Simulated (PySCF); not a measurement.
Computed shifts of a molecule C6H10, PBE/pcSseg-1 run with PySCF, GIAO, gas phase, equivalent atoms averaged, in ppm (number of nuclei): ¹³C: 153.5 (1), 143.1 (1), 45.1 (1), 40.4 (1), 23.7 (1), 21.6 (1). ¹H: 6.34 (1), 2.98 (1), 2.89 (1), 2.12 (1), 2.07 (3), 1.35 (3). References: ¹³C against TMS (σ = 182.0 ppm); ¹H against TMS (σ = 31.49 ppm), references at their B3LYP-D3(BJ)/def2-TZVP geometries, non-relativistic. Coordinates come from a PBE0-D3(BJ)/def2-SVP optimisation. One conformer was computed; it need not be the lowest.

Task: Which molecule gave these data?
A. CC1=C[C@@H](C)C1
B. C=CC(C)C=C
C. CC#CC(C)C
D. C=CC1CCC1

Result: A, CC1=C[C@@H](C)C1
